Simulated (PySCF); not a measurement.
**Polarisability and C₆ of P (phosphorus, neutral)**

[Ne] 3s2 3p3, high-spin 4S determinant. Calculation: PySCF 2.14, in aug-cc-pV(Q+d)Z with one added diffuse shell each of s, p, d, f, g type (8s7p6d4f3g, 114 functions); no relativity, point nucleus. Coupled (time-dependent) response in atomic units; α is the mean over directions.

```csv
method,mean α (bohr³),C₆ (like pair),S(−4)
wB97X-V,26.11,192.6,220.2
revPBE,27.69,206.3,269.3
```

S(−4) is the Cauchy moment in α(ω) = α(0) + S(−4) ω² + …

Reference α: 25 ± 1 bohr³ (recommended; Schwerdtfeger and Nagle, table of static dipole polarizabilities (2023 update)). Published C₆: 185.0 (Chu and Dalgarno (2004); Tang, Norbeck and Certain (1976)).

α(iu) at wB97X-V:

```tsv
u (hartree)	α(iu) (bohr³)
0	26.11
0.0500	25.58
0.100	24.13
0.200	19.90
0.300	15.67
0.500	9.643
0.750	5.673
1.00	3.664
1.50	1.880
2.00	1.154
3.00	0.5840
5.00	0.2565
```
